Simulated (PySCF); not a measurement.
PySCF 2.14 output of an unrestricted M06-2X calculation on a single atom or ion in cc-pVDZ-DK (3s2p1d, 14 functions), with the spin-free X2C one-electron Hamiltonian (Gaussian nucleus):

```
SCF conv_tol = 1e-09
number electrons alpha = 4  beta = 2
    Y. Zhao and D. G. Truhlar.,  Theor. Chem. Acc. 120, 215 (2008)
    Y. Zhao and D. G. Truhlar.,  Theor. Chem. Acc. 120, 215 (2008)
cycle= 1 E= -73.3063036907921  delta_E= -0.00116  |g|= 0.00632  |ddm|= 0.0974
cycle= 2 E= -73.3063173749408  delta_E= -1.37e-05  |g|= 0.000823  |ddm|= 0.014
cycle= 3 E= -73.3063176243956  delta_E= -2.49e-07  |g|= 2e-05  |ddm|= 0.00239
cycle= 4 E= -73.3063176245671  delta_E= -1.71e-10  |g|= 1.46e-06  |ddm|= 8.07e-05
converged SCF energy = -73.3063176245671  <S^2> = 2.0013866  2S+1 = 3.0009243
```

The run itself started from symmetry-adapted Hartree-Fock orbitals and held the occupation by maximum overlap, on a logarithmic radial grid, so the iterations belong to that start.

Q: Which element, charge and spin multiplicity is this?

A: O²⁺ (oxygen, charge +2), multiplicity 3; the state was [He] 2s2 2p2, high-spin 3P determinant.
